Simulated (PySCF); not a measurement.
Species: C5H7FO (charge +1 and doublet state).
Z-matrix (Å and degrees, GFN2-xTB geometry), rows numbered from 1:
```
C 
C   1  1.3299
C   2  1.5018  1  122.16
F   3  1.3444  2  112.61  1    20.17
C   3  1.5786  2  106.99  1  -108.33
O   5  1.3864  3   89.86  2  -105.30
C   6  1.4153  5   94.02  3   -13.52
H   1  1.0813  2  120.56  3  -169.48
H   1  1.0813  2  123.30  3     6.76
H   2  1.0816  1  123.22  3  -178.55
H   5  1.0949  3  122.44  2    12.93
H   5  1.1023  3  106.76  2   139.92
H   7  1.0954  3  118.92  2   -22.43
H   7  1.0997  3  113.91  2  -151.42
```

The hyperfine couplings belong to this conformer and change with its torsions.

The species is `[CH2+][CH]C1(F)COC1` [radical] (charge +1).

Method: UKS B3LYP, pcH-1 on C F H O, non-relativistic, mean-field spin-orbit, GIAO (PySCF). Geometry: GFN2-xTB, one conformer, isolated ion. A GFN2-xTB geometry isn't a minimum of the functional, and hyperfine couplings can be far from their values at a DFT geometry, by a factor of two or more for some ions and for spin on atoms past the first row. The SCF solution wasn't tested for stability.

**Question.** Match the computed a_iso(1H) values +133.6, +58.6, -6.8, +3.5, -1.7 MHz (means over equivalent nuclei) with the sites H8; H9; H10; H11/H13; H12/H14.

**Answer.** 
```json
{"site": "H8", "a_iso (MHz)": "-1.7", "ρ(0) (bohr⁻³)": "-0.0004", "position": "1 bond from C1", "distance from O6 (Å)": "5.08", "bound to": "C1", "spin population there": "+0.29", "largest |T| (MHz)": "15.4"}
{"site": "H9", "a_iso (MHz)": "-6.8", "ρ(0) (bohr⁻³)": "-0.0015", "position": "1 bond from C1", "distance from O6 (Å)": "4.67", "bound to": "C1", "spin population there": "+0.29", "largest |T| (MHz)": "14.2"}
{"site": "H10", "a_iso (MHz)": "+3.5", "ρ(0) (bohr⁻³)": "+0.0008", "position": "2 bonds from C1, on C2 of spin population +0.15", "distance from O6 (Å)": "2.99", "bound to": "C2", "spin population there": "+0.15", "largest |T| (MHz)": "9.2"}
{"site": "H11/H13", "a_iso (MHz)": "+58.6", "ρ(0) (bohr⁻³)": "+0.0131", "position": "2 bonds from O6", "distance from O6 (Å)": "2.08", "bound to": "C5/C7", "spin population there": "+0.04", "largest |T| (MHz)": "9.7"}
{"site": "H12/H14", "a_iso (MHz)": "+133.6", "ρ(0) (bohr⁻³)": "+0.0299", "position": "2 bonds from O6", "distance from O6 (Å)": "2.10", "bound to": "C5/C7", "spin population there": "+0.04", "largest |T| (MHz)": "10.8"}
```

ρ(0) is the spin density at the nucleus and T the dipolar tensor; entries for several nuclei are means. Largest spin populations (Mulliken): O6 (+0.30), C1 (+0.29), C2 (+0.15) and H12 (+0.09). Main spin sites, with 60 % or more of the largest population: C1, O6; positions count bonds from the nearest.

Examples of negative spin density at the nucleus (bohr⁻³): C3 (-0.0032) and H9 (-0.0015).

Means are taken over nuclei equivalent by connectivity, which assumes that they swap fast. H8 and H9 aren't averaged: C1 is flat or nearly so (angle sum 360°), and its turn about the short C1–C2 bond (1.33 Å) is taken as slow. The 1H value of +133.6 MHz is a mean of couplings from 54.7 to 212.5 MHz in this one geometry, not an average over conformers. The 1H value of +58.6 MHz is a mean of couplings from 24.1 to 93.1 MHz in this one geometry, not an average over conformers.

C2, the radical centre as drawn in `[CH2+][CH]C1(F)COC1`, holds a spin population of +0.15 out of 1.
